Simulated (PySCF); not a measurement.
trans-[Ag(CN)2(OH)2]2-, C₂H₂AgN₂O₂ (charge -2 and doublet state).
Bonds: Ag1–C2, Ag1–O4, Ag1–C6, Ag1–O8, C2–N3, C6–N7. Hydrogens: H5 on O4; H9 on O8.

A GFN2-xTB structure was refined with PySCF 2.14.0, PBE0-D3(BJ)/def2-SVP geometry optimisation, gas phase, def2 core potentials past Kr. Its GFN2-xTB values:

```json
{"coordinate": "Ag1–C2", "GFN2-xTB": "2.141 Å"}
{"coordinate": "Ag1–O4", "GFN2-xTB": "2.254 Å"}
{"coordinate": "C2–N3", "GFN2-xTB": "1.161 Å"}
{"coordinate": "O4–H5", "GFN2-xTB": "0.960 Å"}
{"coordinate": "Ag1–C2–N3", "GFN2-xTB": "164.5°"}
{"coordinate": "C2–Ag1–O4", "GFN2-xTB": "97.9°"}
{"coordinate": "C2–Ag1–C6", "GFN2-xTB": "147.2°"}
{"coordinate": "C2–Ag1–O8", "GFN2-xTB": "93.9°"}
{"coordinate": "O4–Ag1–O8", "GFN2-xTB": "138.0°"}
```

Q: How do these coordinates change at the PBE0-D3(BJ)/def2-SVP level?

A: 
```tsv
coordinate	PBE0-D3(BJ)/def2-SVP (Å or °)	change
Ag1–O4	2.158	-0.096
Ag1–C2	2.178	+0.037
C2–N3	1.172	+0.011
O4–H5	0.966	+0.006
O4–Ag1–O8	179.5	+41.5
C2–Ag1–C6	179.3	+32.1
C2–Ag1–O8	84.6	-9.3
Ag1–C2–N3	173.5	+9.0
C2–Ag1–O4	95.4	-2.5
```

The energy falls by 12.5 kcal/mol over 17 energy and gradient evaluations, the largest force component goes from 0.0257 to 3.5e-04 Eh/bohr, and the atoms move by 0.687 Å rms after alignment. Among the bonds, Ag1–O4 and Ag1–O8 change most and about equally (-0.096 to -0.095 Å). Bonds longer at the end by more than 0.005 Å: 6 of 8; shorter: 2. Among the dihedrals that turn most is C6–Ag1–O8–H9, from -155° to 180°. Rotational constants go from 2597, 1161, 926.1 to 3279, 1164, 858.9 MHz.

The run used 125 basis functions and 151 SCF cycles in all.

PBE0-D3(BJ)/def2-SVP frequencies: not computed here. ⟨S²⟩ = 0.757 (exact for a doublet: 0.75). Whether so highly charged an anion holds all its electrons in the gas phase wasn't checked; a finite basis holds them in any case. No counter-ion or solvent screens the charge of this multiply charged ion.

Neither the SCF state along the optimisation nor the shape of the open-shell metal species was proved the lowest: other solutions of the same spin, or a structure of lower symmetry, can lie below.
